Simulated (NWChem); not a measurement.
System: C2H8OSi; SMILES COC[SiH3]

Input file for NWChem:

```
start job
memory heap 200 mb stack 900 mb global 1100 mb
geometry units angstroms noautosym nocenter noautoz
  C      0.705268     1.824850     0.244011
  O     -0.319281     1.191387    -0.457291
  C     -0.831834     0.047231     0.177819
  Si     0.187513    -1.539690    -0.130245
  H      1.019207     2.700411    -0.341606
  H      0.368426     2.173129     1.241627
  H      1.588619     1.173477     0.394615
  H     -0.969882     0.213069     1.266901
  H     -1.840907    -0.128343    -0.233113
  H      1.590869    -1.411512     0.369142
  H      0.230721    -1.839412    -1.592454
  H     -0.466971    -2.678708     0.586825
end
basis spherical
  * library def2-svp
end
dft
  xc pbe0
  iterations 150
end
cosmo
  do_cosmo_smd true
  solvent toluene
end
task dft energy
```

Excerpt of the output:

```
             Northwest Computational Chemistry Package (NWChem) 7.3.0
             --------------------------------------------------------

                             Geometry "geometry" -> ""
                             -------------------------

 Output coordinates in angstroms (scale by  1.889725989 to convert to a.u.)

  No.       Tag          Charge          X              Y              Z
 ---- ---------------- ---------- -------------- -------------- --------------
    1 C                    6.0000     0.70526800     1.82485000     0.24401100
    2 O                    8.0000    -0.31928100     1.19138700    -0.45729100
    3 C                    6.0000    -0.83183400     0.04723100     0.17781900
    4 Si                  14.0000     0.18751300    -1.53969000    -0.13024500
    5 H                    1.0000     1.01920700     2.70041100    -0.34160600
    6 H                    1.0000     0.36842600     2.17312900     1.24162700
    7 H                    1.0000     1.58861900     1.17347700     0.39461500
    8 H                    1.0000    -0.96988200     0.21306900     1.26690100
    9 H                    1.0000    -1.84090700    -0.12834300    -0.23311300
   10 H                    1.0000     1.59086900    -1.41151200     0.36914200
   11 H                    1.0000     0.23072100    -1.83941200    -1.59245400
   12 H                    1.0000    -0.46697100    -2.67870800     0.58682500

 Effective nuclear repulsion energy (a.u.)     173.1576870812

                                 NWChem DFT Module
                                 -----------------

 Summary of "ao basis" -> "ao basis" (spherical)
 ------------------------------------------------------------------------------
       Tag                 Description            Shells   Functions and Types
 ---------------- ------------------------------  ------  ---------------------
 C                          def2-svp                 6       14   3s2p1d
 O                          def2-svp                 6       14   3s2p1d
 Si                         def2-svp                 8       18   4s3p1d
 H                          def2-svp                 3        5   2s1p

 in cosmo_initialize ...
 calling solv_data for solv:toluene

 solvent parameters
 solvname_short: toluene
 solvname_long:  toluene
 dielec:        2.3741
 dielecinf:     2.2383
 nonaqueous SMD model solvent descriptors
 dielec:        2.3741
 sola:          0.0000
 solb:          0.1400
 solc:          0.8570
 solg:         40.2000
 solh:          0.0000
 soln:          1.4961

          ---------------
          -cosmo- solvent
          ---------------
 Cosmo: York-Karplus, doi: 10.1021/jp992097l
 dielectric constant -eps-     =   2.37
 screen = (eps-1)/(eps    )    =   0.57879
 surface charge correction     = lagrangian

   van der Waals surface
 --------------------------

 ---------- ATOMIC COORDINATES (A.U.) ------------ VDWR(ANG.) --
     1    1.33276327    3.44846647    0.46111393     1.850
     2   -0.60335360    2.25139498   -0.86415469     2.294
     3   -1.57193833    0.08925365    0.33602919     1.850
     4    0.35434819   -2.90959221   -0.24612736     2.470
     5    1.92602196    5.10303685   -0.64554174     1.200
     6    0.69622419    4.10661835    2.34633481     1.200
     7    3.00205461    2.21754998    0.74571422     1.200
     8   -1.83281122    0.40264203    2.39409574     1.200
     9   -3.47880980   -0.24253310   -0.44051969     1.200
    10    3.00630649   -2.66737091    0.69757723     1.200
    11    0.43599947   -3.47598466   -3.00930171     1.200
    12   -0.88244723   -5.06202412    1.10893845     1.200
 number of segments per atom =        128
 number of   points per atom =        128
 atom (   nspa,  nppa )
 ----------------------
    1 (     39,     0 )       0
    2 (     64,     0 )       0
    3 (     15,     0 )       0
    4 (     92,     0 )       0
    5 (     48,     0 )       0
    6 (     53,     0 )       0
    7 (     47,     0 )       0
    8 (     48,     0 )       0
    9 (     45,     0 )       0
   10 (     31,     0 )       0
   11 (     31,     0 )       0
   12 (     33,     0 )       0
 number of -cosmo- surface points =      546
 molecular surface =    128.143 angstrom**2
 molecular volume  =    120.165 angstrom**3
 -lineq- algorithm             =   0
 -bem- low  level              =   3
 -bem- from -octahedral-
 gaussian surface charge width =   4.50000
 degree of switching           =   1.00000
 switching function tolerance  =   0.00010
 atomic radii =
 --------------
    1  6.000  1.850
    2  8.000  2.294
    3  6.000  1.850
    4 14.000  2.470
    5  1.000  1.200
    6  1.000  1.200
    7  1.000  1.200
    8  1.000  1.200
    9  1.000  1.200
   10  1.000  1.200
   11  1.000  1.200
   12  1.000  1.200
 ...... end of -cosmo- initialization ......

 nat:                    12
 ixmem:                  7844
 calling mnsol_interface()
 G(SMD-CDS) energy (kcal/mol)  =    -0.511
 SMD-CDS SASA (angstrom**2)    =   150.063

            General Information
            -------------------
          SCF calculation type: DFT
          Wavefunction type:  closed shell.
          No. of atoms     :    12
          No. of electrons :    42
           Alpha electrons :    21
            Beta electrons :    21
          Charge           :     0
          Spin multiplicity:     1
          Use of symmetry is: off; symmetry adaption is: off
          Maximum number of iterations: 150
          AO basis - number of functions:   100
                     number of shells:    50
          Convergence on energy requested:  1.00D-06
          Convergence on density requested:  1.00D-05
          Convergence on gradient requested:  5.00D-04

              XC Information
              --------------
                         PBE0 Method XC Functional
                     Hartree-Fock (Exact) Exchange  0.250
          PerdewBurkeErnzerhof Exchange Functional  0.750
            Perdew 1991 LDA Correlation Functional  1.000 local
           PerdewBurkeErnz. Correlation Functional  1.000 non-local

             Grid Information
             ----------------
          Grid used for XC integration:  medium
          Radial quadrature: Mura-Knowles
          Angular quadrature: Lebedev.
          Tag              B.-S. Rad. Rad. Pts. Rad. Cut. Ang. Pts.
          ---              ---------- --------- --------- ---------
          C                   0.70       49          12.0       434
          O                   0.60       49          11.0       434
          Si                  1.10       88          11.0       590
          H                   0.35       45          13.0       434
          Grid pruning is: on
          Number of quadrature shells:   595
          Spatial weights used:  Erf1

      Superposition of Atomic Density Guess
      -------------------------------------

 Sum of atomic energies:        -442.67355132

      Non-variational initial energy
      ------------------------------

 Total energy =    -444.712360
 1-e energy   =    -952.170126
 2-e energy   =     334.300079
 HOMO         =      -0.298624
 LUMO         =       0.078409

   convergence    iter        energy       DeltaE   RMS-Dens  Diis-err
 ---------------- ----- ----------------- --------- --------- ---------
     COSMO gas phase
 d= 0,ls=0.0,diis     1   -445.1482018184 -6.18D+02  7.77D-03  3.75D-01
 d= 0,ls=0.0,diis     2   -445.1612141043 -1.30D-02  4.12D-03  3.32D-01
 d= 0,ls=0.0,diis     3   -445.1912562379 -3.00D-02  1.10D-03  3.40D-02
 d= 0,ls=0.0,diis     4   -445.1941229504 -2.87D-03  3.42D-04  1.55D-03
 d= 0,ls=0.0,diis     5   -445.1942993290 -1.76D-04  8.69D-05  8.20D-05
  Resetting Diis
 d= 0,ls=0.0,diis     6   -445.1943103407 -1.10D-05  1.82D-05  3.04D-06
 d= 0,ls=0.0,diis     7   -445.1943107630 -4.22D-07  7.20D-06  3.00D-07

   convergence    iter        energy       DeltaE   RMS-Dens  Diis-err
 ---------------- ----- ----------------- --------- --------- ---------
     COSMO solvation phase
 d= 0,ls=0.0,diis     1   -445.1969897927 -2.68D-03  5.34D-04  4.13D-04
 d= 0,ls=0.0,diis     2   -445.1970718230 -8.20D-05  1.45D-04  2.38D-04
 d= 0,ls=0.0,diis     3   -445.1970942561 -2.24D-05  4.82D-05  5.31D-05
 d= 0,ls=0.0,diis     4   -445.1970990122 -4.76D-06  1.05D-05  1.35D-06
 d= 0,ls=0.0,diis     5   -445.1970991476 -1.35D-07  3.29D-06  1.56D-07

         Total DFT energy =     -445.197099147591
      One electron energy =     -955.848563922271
           Coulomb energy =      380.540327110518
    Exchange-Corr. energy =      -42.997596429906
 Nuclear repulsion energy =      173.157687081207

             COSMO energy =       -0.048952987140

 Numeric. integr. density =       42.000001217464

                                COSMO-SMD solvation results
                                ---------------------------

             internal energy in gas <Psi(g)|H|Psi(g)> =      -445.194310762968
         internal energy in solvent <Psi(s)|H|Psi(s)> =      -445.194190009846
                               delta internal energy  =         0.000120753122 (    0.08 kcal/mol)
   total free energy in solvent <Psi(s)|H+V/2|Psi(s)> =      -445.196284798863
 polarization energy contribution <Psi(s)|V/2|Psi(s)> =        -0.002094789018 (   -1.31 kcal/mol)
    total free energy in solvent including G(SMD-CDS) =      -445.197099147591
                       G(SMD-CDS) energy contribution =        -0.000814348728 (   -0.51 kcal/mol)
     1 M fixed-concentration free energy of solvation =        -0.002788384624 (   -1.75 kcal/mol)

                       DFT Final Molecular Orbital Analysis
                       ------------------------------------

 Vector   19  Occ=2.000000D+00  E=-3.494728D-01
              MO Center=  4.5D-01, -9.8D-01, -3.1D-01, r^2= 3.9D+00
   Bfn.  Coefficient  Atom+Function         Bfn.  Coefficient  Atom+Function
  ----- ------------  ---------------      ----- ------------  ---------------
    91     -0.279269  11 H  s                86      0.272907  10 H  s
    52      0.187165   4 Si pz               20     -0.156796   2 O  pz
    92     -0.154755  11 H  s                87      0.153978  10 H  s
    33     -0.151417   3 C  py               55      0.137986   4 Si pz
    51      0.135644   4 Si py               50      0.128155   4 Si px

 Vector   20  Occ=2.000000D+00  E=-3.261167D-01
              MO Center= -1.7D-01,  7.4D-01, -1.5D-01, r^2= 3.1D+00
   Bfn.  Coefficient  Atom+Function         Bfn.  Coefficient  Atom+Function
  ----- ------------  ---------------      ----- ------------  ---------------
    20      0.413811   2 O  pz               23      0.306249   2 O  pz
    34     -0.198104   3 C  pz                6     -0.193147   1 C  pz
    76     -0.180741   8 H  s                17     -0.175624   2 O  s
    81      0.159723   9 H  s                61      0.150771   5 H  s
    16     -0.132149   2 O  s                66     -0.131999   6 H  s

 Vector   21  Occ=2.000000D+00  E=-2.551202D-01
              MO Center= -1.9D-01,  6.2D-01, -8.2D-02, r^2= 2.6D+00
   Bfn.  Coefficient  Atom+Function         Bfn.  Coefficient  Atom+Function
  ----- ------------  ---------------      ----- ------------  ---------------
    18      0.354609   2 O  px               19     -0.307584   2 O  py
    21      0.276932   2 O  px               22     -0.259364   2 O  py
    20     -0.209746   2 O  pz               51     -0.167219   4 Si py
    71     -0.165263   7 H  s                23     -0.161194   2 O  pz
    45     -0.159755   4 Si s                32     -0.157815   3 C  px

 Vector   22  Occ=0.000000D+00  E= 4.201878D-02
              MO Center=  1.6D-01, -9.4D-01,  4.3D-02, r^2= 5.6D+00
   Bfn.  Coefficient  Atom+Function         Bfn.  Coefficient  Atom+Function
  ----- ------------  ---------------      ----- ------------  ---------------
    31      1.428567   3 C  s                54     -1.145688   4 Si py
    97     -0.626006  12 H  s                 3      0.619727   1 C  s
    77     -0.493179   8 H  s                82     -0.439798   9 H  s
    36     -0.413856   3 C  py               53      0.401900   4 Si px
    72     -0.392117   7 H  s                67     -0.328073   6 H  s

 Vector   23  Occ=0.000000D+00  E= 5.909429D-02
              MO Center=  9.2D-02, -1.3D+00, -1.0D-01, r^2= 4.2D+00
   Bfn.  Coefficient  Atom+Function         Bfn.  Coefficient  Atom+Function
  ----- ------------  ---------------      ----- ------------  ---------------
    53      1.086566   4 Si px               97      0.862602  12 H  s
    31      0.815121   3 C  s                55     -0.780022   4 Si pz
    87     -0.688784  10 H  s                92     -0.676751  11 H  s
    17     -0.389995   2 O  s                82     -0.210608   9 H  s
    45      0.182432   4 Si s                54      0.164778   4 Si py

 Vector   24  Occ=0.000000D+00  E= 6.917803D-02
              MO Center=  2.8D-01, -1.4D+00,  4.5D-02, r^2= 4.3D+00
   Bfn.  Coefficient  Atom+Function         Bfn.  Coefficient  Atom+Function
  ----- ------------  ---------------      ----- ------------  ---------------
    55      1.236606   4 Si pz               87     -1.115844  10 H  s
    92      1.020947  11 H  s                53      0.808075   4 Si px
     3      0.506086   1 C  s                72     -0.425785   7 H  s
    54      0.412695   4 Si py               67     -0.198931   6 H  s
    31     -0.182930   3 C  s                52      0.174651   4 Si pz

     Multipole analysis of the density
     ---------------------------------

     L   x y z        total         alpha         beta         nuclear
     -   - - -        -----         -----         ----         -------
     0   0 0 0     -0.000000    -21.000000    -21.000000     42.000000

     1   1 0 0      0.046533     -0.762501     -0.762501      1.571534
     1   0 1 0      0.094703      0.604789      0.604789     -1.114876
     1   0 0 1      0.518867      1.448866      1.448866     -2.378865

     2   2 0 0    -24.870120    -46.849196    -46.849196     68.828272
     2   1 1 0      1.807723     -7.004173     -7.004173     15.816070
     2   1 0 1     -0.282079     -1.665104     -1.665104      3.048129
     2   0 2 0    -26.141676   -174.738302   -174.738302    323.334929
     2   0 1 1      1.100313     -7.566853     -7.566853     16.234019
     2   0 0 2    -26.236960    -29.094263    -29.094263     31.951566
```

Level: PBE0/def2-SVP, SMD on the gas-phase geometry. The geometry was optimised at PBE0/def2-SVP. Solvent: toluene.
